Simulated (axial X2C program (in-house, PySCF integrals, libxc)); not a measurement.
# Bond lengths and stretching modes, held linear, of NGeO

Computed with an in-house all-electron X2C program for linear molecules (integrals from PySCF): two-component X2C with atomic mean-field Coulomb and Gaunt terms, Gaussian nuclei, basis N dyall-av3z, Ge dyall-v3z, O dyall-av3z with contracted cores. Spin-free rows use the one-electron spin-free X2C Hamiltonian.

Masses N 14.003, Ge 73.921, O 15.995 u. States: 2c Ω = 3/2 (beyond evenly filled blocks: ω = 3/2); spin-free M_S = 1/2, Λ = 1 (beyond evenly filled blocks: π+α, π+β, π-α).

PBE0, spin-free: energies above the lowest point

```
r(N–Ge) (Å)  r(Ge–O) (Å)  E (meV)
     1.6799       1.5736    66.96
     1.6799       1.6140    26.63
     1.6799       1.6543    64.52
     1.7230       1.5736    39.55
     1.7230       1.6140     0.00
     1.7230       1.6543    38.93
     1.7230       1.6947   139.46
     1.7661       1.5736    66.96
     1.7661       1.6140    27.87
     1.7661       1.6543    67.44
     1.8092       1.6140    98.07
     1.8092       1.6947   239.93
```

Fit a quadratic surface with cubic terms in each bond: where is the minimum, and what are the two stretching wavenumbers?

At PBE0, spin-free: bonds 1.721 and 1.613 Å; harmonic stretches 797.6 and 1023.7 cm⁻¹; force constants 4.75, 7.77 and coupling 0.06 mdyn/Å.

The other levels and Hamiltonians give:

```tsv
Hamiltonian	level	r(N–Ge) (Å)	r(Ge–O) (Å)	lower stretch (cm⁻¹)	upper stretch (cm⁻¹)
2c	PBE0	1.721	1.613	797.7	1024.2
2c	LDA	1.706	1.624	799.5	968.6
spin-free	LDA	1.706	1.623	799.7	968.1
```

Each state is one determinant, the lowest of a limited PBE0 search; the stretches come from a fit to these few points and carry an uncertainty of a few per cent. Other orders of the atoms were not compared. Left out for rough or failed fits: HF 2c, MP2 2c, HF spin-free, MP2 spin-free. The molecule was held linear; bending was not examined, so a bent shape may lie lower. Note: functional without a current term on a determinant with orbital currents, of the molecule or an atom.
